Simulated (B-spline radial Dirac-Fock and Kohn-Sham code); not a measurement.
# Ionisation of each subshell: Rb⁺

System: rubidium as Rb⁺ in the configuration [Ar] 3d10 4s2 4p6; nuclear rms radius 4.2036 fm (A = 85).

The run's input, task.json:

```json
{"items": [{
  "Z": 37,
  "q": 1,
  "cfg": [[1, 0, 2], [2, 0, 2], [2, 1, 6], [3, 0, 2], [3, 1, 6], [3, 2, 10], [4, 0, 2], [4, 1, 6]],
  "A": 85,
  "rrms": 4.2036,
  "do": ["binding"]
}]}
```

Launch: `python xray_run.py task.json out`

The computed values come from a radial atomic solver: relaxed Dirac-Fock hole states (ΔSCF) with Breit and QED corrections and a finite nucleus. No correlation. Energies are counted from the vacuum level.

All terms are in eV, carry their sign (relaxation lowers the binding energy) and add up to the binding energy; ⟨r⟩ is the mean radius of the orbital in the initial state.

| subshell | −ε (Koopmans) | relaxation | Breit | self-energy | vacuum polarisation | binding energy | ⟨r⟩ (bohr) |
| --- | --- | --- | --- | --- | --- | --- | --- |
| K | 15302.0 | -54.07 | -24.10 | -13.25 | 1.41 | 15212.0 | 0.040 |
| L1 | 2114.5 | -27.06 | -1.88 | -1.47 | 0.14 | 2084.2 | 0.177 |
| L2 | 1910.8 | -29.66 | -3.26 | 0.16 | -0.01 | 1878.0 | 0.152 |
| L3 | 1849.5 | -29.10 | -2.14 | 0.02 | -0.01 | 1818.3 | 0.156 |
| M1 | 347.3 | -8.52 | -0.19 | -0.25 | 0.02 | 338.4 | 0.507 |
| M2 | 272.7 | -8.59 | -0.37 | 0.03 | 0.00 | 263.8 | 0.509 |
| M3 | 263.1 | -8.36 | -0.20 | 0.01 | 0.00 | 254.6 | 0.519 |
| M4 | 132.8 | -8.86 | -0.03 | 0.03 | 0.00 | 123.9 | 0.521 |
| M5 | 131.1 | -8.77 | 0.04 | 0.02 | 0.00 | 122.4 | 0.524 |
| N1 | 48.09 | -1.10 | -0.01 | -0.03 | 0.00 | 46.95 | 1.473 |
| N2 | 28.13 | -0.93 | -0.02 | 0.00 | 0.00 | 27.18 | 1.696 |
| N3 | 27.15 | -0.88 | -0.01 | 0.00 | 0.00 | 26.26 | 1.730 |

For the deepest level, K (1s), the Breit terms make up -0.158 % of the binding energy, QED -0.078 % and orbital relaxation -0.355 %.

Spin-orbit splittings: 2p 59.74 eV, 3p 9.23 eV, 3d 1.48 eV, 4p 0.92 eV.

Going to the tabulated ground configuration of the next ion removes an electron from N3 (4p3/2), computed at 26.26 eV. NIST lists 27.28954 eV as the ionisation energy of this species (measured), +1.03 eV from the computed value. The gap is mostly the missing electron correlation.
